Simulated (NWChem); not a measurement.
Molecule: SnClF, singlet; SMILES [F][Sn][Cl]

Results from NWChem. Low-valent species are run as closed-shell singlets; no triplet was tried in these runs. Structure relaxed at the PBE0/def2-SVP level. def2 effective core potentials on Sn; no spin-orbit coupling.

Isotropic polarisabilities at PBE0/def2-SVPD: 53.53 bohr³ (static) and 54.44 bohr³ at ω = 0.0428 Ha (1065 nm).

Q: Fit one effective oscillator, α(ω) = α(0)/(1 − ω²/ω₀²), predict α at ω = 0.0773 Ha (589 nm) and compare with a run.

A: 
1. 1 − α(0)/α(ω) = 0.0167 = (ω/ω₀)², so ω₀ = 0.331 Ha = 9.0 eV.
2. At the second frequency, (ω/ω₀)² = 0.055 and α = 56.6 bohr³.
3. The run gives 56.7 bohr³, a difference of 0.2 %.
